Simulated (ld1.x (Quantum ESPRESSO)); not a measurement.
**Cutoff test, Nb (Z = 41), PAW**

ld1.x (Quantum ESPRESSO) 7.5 input, shortened:

```
&input
   title='Nb', zed=41., rel=1, dft='PBE', iswitch=3,
   config='[Kr] 4d4 5s0.75 5p0'
 /
 &inputp
   pseudotype=3, lpaw=.true., tm=.true., lloc=-1, rcloc=2.40,
   nlcc=.true., new_core_ps=.true., rcore=0.75,
   which_augfun='PSQ', rmatch_augfun_nc=.true.
 /
6
4S  1  0   2.00   0.00  1.50  1.65  0.0
5S  2  0   0.75   0.00  1.50  1.65  0.0
4P  2  1   6.00   0.00  1.80  2.05  0.0
5P  3  1   0.00   0.00  1.80  2.05  0.0
4D  3  2   4.00   0.00  2.10  2.50  0.0
4D  3  2   0.00   0.65  2.10  2.50  0.0
 &test
   configts(1)='4s2 4p6 4d4 5s0.75 5p0'
 /
```

The pseudo-atom Hamiltonian at the reference potential is diagonalised in spherical Bessel functions j_l(qr) that vanish at 20 bohr, with q² up to the cutoff. All-electron valence levels (Ry): 4s -4.4001, 5s -0.3873, 4p -2.6463, 5p -0.1606, 4d -0.3305.

**Question.** How do the lowest levels (Ry) of each channel move with the cutoff, and are there ghosts?

**Answer.**

| cutoff (Ry) | s #1 | s #2 | p #1 | p #2 | d #1 | d #2 | f #1 | f #2 | Σ f·Δε (mRy) |
| --- | --- | --- | --- | --- | --- | --- | --- | --- | --- |
| 8 | -4.2527 | -0.3598 | -2.4863 | -0.1315 | -0.2777 | 0.0100 | 0.0647 | 0.1742 | 1487.7 |
| 12 | -4.3703 | -0.3781 | -2.6157 | -0.1420 | -0.3237 | 0.0076 | 0.0647 | 0.1741 | 278.6 |
| 18 | -4.3984 | -0.3853 | -2.6445 | -0.1500 | -0.3304 | 0.0070 | 0.0647 | 0.1741 | 17.1 |
| 25 | -4.3998 | -0.3869 | -2.6458 | -0.1583 | -0.3306 | 0.0070 | 0.0647 | 0.1741 | 4.5 |
| 35 | -4.4000 | -0.3875 | -2.6463 | -0.1605 | -0.3307 | 0.0070 | 0.0647 | 0.1741 | 0.8 |
| 45 | -4.4001 | -0.3875 | -2.6463 | -0.1606 | -0.3307 | 0.0070 | 0.0647 | 0.1741 | 0.3 |
| 400 | -4.4001 | -0.3875 | -2.6463 | -0.1607 | -0.3307 | 0.0070 | 0.0647 | 0.1741 | 0.0 |

Result: no extra level below or beside the all-electron valence levels (s, p, d, f tested); 10 mRy is reached at 21 Ry and 1 mRy at 35 Ry.
